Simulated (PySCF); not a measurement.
**Radial density of N (nitrogen, neutral)**

UHF, [He] 2s1 2p4, high-spin 4P determinant (an excited configuration). Calculation: PySCF 2.14, in aug-cc-pCVTZ-DK with one added diffuse shell each of s, p, d, f type (8s7p5d3f, 75 functions); scalar relativity by spin-free X2C-1e.

| r (bohr) | 4πr²ρ (e/bohr) | 4πr²(ρα − ρβ) |
| --- | --- | --- |
| 0.00424 | 0.04459 | 0.0012 |
| 0.00713 | 0.1207 | 0.0032 |
| 0.0120 | 0.3143 | 0.0083 |
| 0.0202 | 0.7878 | 0.0207 |
| 0.0339 | 1.830 | 0.0478 |
| 0.0571 | 3.752 | 0.0964 |
| 0.0960 | 6.206 | 0.1551 |
| 0.161 | 7.262 | 0.1849 |
| 0.272 | 5.014 | 0.2572 |
| 0.457 | 2.505 | 0.8933 |
| 0.768 | 3.040 | 2.1291 |
| 1.29 | 2.927 | 2.0001 |
| 2.17 | 1.046 | 0.5000 |
| 3.66 | 0.1317 | -0.0106 |
| 6.15 | 0.004932 | -0.0045 |

Densities and radii are taken from the X2C orbitals without a picture-change correction, which distorts them close to the nucleus.

(1) Where is the radial spin density 4πr²(ρα − ρβ) most negative, and why is it negative at all?

Answers

(1) Around r = 3.66 bohr, down to -0.0106 e/bohr: exchange with the open shell polarises the paired shells in an unrestricted calculation.
